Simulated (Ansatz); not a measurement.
Born–Oppenheimer molecular dynamics of CH7FOSi2 (12 atoms, charge 0, multiplicity 1). It starts from a relaxed structure.

The calculation used RKS PBE-D4/STO-3G in Ansatz.

```yaml
ensemble: NVE (velocity Verlet)
time_step: 1 fs
steps_asked: 150
starting_velocities_drawn_for: 100 K
seed: 625186
```

First frame:

```xyz
12
Properties=species:S:1:pos:R:3
F -2.549 0.166 1.000
Si -1.043 0.592 1.534
O 0.063 -0.702 1.203
C 0.103 -1.004 -0.247
Si 1.178 0.139 -1.354
H -1.002 0.734 2.988
H -0.664 1.853 0.879
H 0.537 -2.030 -0.321
H -0.921 -1.083 -0.694
H 0.555 1.441 -1.533
H 2.492 0.326 -0.760
H 1.328 -0.486 -2.661
```

Problem. How far do the bonds stretch over the last three quarters of this one trajectory? (Pairs bonded in most of those frames.)

Solution. 
```tsv
bond	mean (Å)	spread (Å)	shortest	longest
F1–Si2	1.654	0.006	1.64	1.66
Si2–O3	1.735	0.010	1.71	1.75
Si2–H6	1.464	0.023	1.43	1.50
Si2–H7	1.472	0.021	1.44	1.50
O3–C4	1.481	0.011	1.46	1.50
C4–Si5	1.925	0.019	1.89	1.96
C4–H8	1.116	0.010	1.10	1.13
C4–H9	1.121	0.016	1.10	1.14
Si5–H10	1.456	0.011	1.44	1.47
Si5–H11	1.455	0.008	1.44	1.47
Si5–H12	1.456	0.013	1.44	1.48
```

Mean temperature of the second half: 52 K. The conserved energy stayed within 0.24 meV per atom of its start (net change 0.12 meV per atom), so the integration is sound. The temperature averaged 0.52 of the 100 K drawn at the start: a run that starts near a minimum puts about half its kinetic energy into the potential. A run of 0.15 ps of so small a system gives no equilibrium averages. Limits of this set-up: minimal basis.

Time of the run: 7.3 min on 1 CPU thread of a shared host.
